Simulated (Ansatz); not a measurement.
Geometry optimisation, RKS B3LYP/def2-SVP (Ansatz).

input.yaml

```yaml
crystal:
  periodic: [false, false, false]
  atoms:
    - { symbol: Ge, position_ang: [-0.838406, 0.046346, 0.233989] }
    - { symbol: H, position_ang: [1.552657, -0.085218, 1.599259] }
    - { symbol: O, position_ang: [2.06255, -0.017401, 0.759542] }
    - { symbol: H, position_ang: [2.202637, -0.943167, 0.512609] }
    - { symbol: H, position_ang: [-0.785872, 1.166224, -0.900591] }
    - { symbol: H, position_ang: [-0.609066, -1.118884, -0.842408] }
basis:
  gaussian: { orbitals: def2-SVP }
hamiltonian:
  xc: b3lyp
relax:
  f_tol: 0.03
  max_steps: 50
```

Launched with:

```bash
$ ansatz run input.yaml --threads 1 --pin off --max-ram 2048MiB --backend cpu --events-out ev --progress --plain --runs-dir out
```

**Question.** Where does it end, and by what steps?

**Answer.** The run converged. The force dipped under the threshold on the way, but the program's further checks kept it going. After 14 steps the energy has fallen by 0.390 eV; H4 moved furthest, 0.79 Å.

```tsv
step	energy less start (eV)	largest force component (eV/Å)	accepted
0	0.0000	0.962	yes
1	-0.1092	1.638	yes
2	-0.2128	2.000	yes
3	-0.3195	1.129	yes
4	-0.3596	0.459	yes
5	-0.3697	0.140	yes
6	-0.3774	0.163	yes
7	-0.3801	0.159	yes
8	-0.3864	0.130	yes
9	-0.3888	0.032	yes
10	-0.3894	0.010	yes
11	-0.3888	0.139	no
12	-0.3895	0.043	yes
13	-0.3891	0.071	no
14	-0.3896	0.012	yes
```

```xyz
6
Properties=species:S:1:pos:R:3
Ge -0.720 0.137 0.306
H 1.614 -0.524 1.582
O 1.471 0.071 0.830
H 1.946 -0.325 0.084
H -0.259 0.957 -0.991
H -0.467 -1.267 -0.449
```

Time of the run: 25 s on 1 thread of Arm Neoverse V1, on a shared host, peak memory 0.11 GiB.
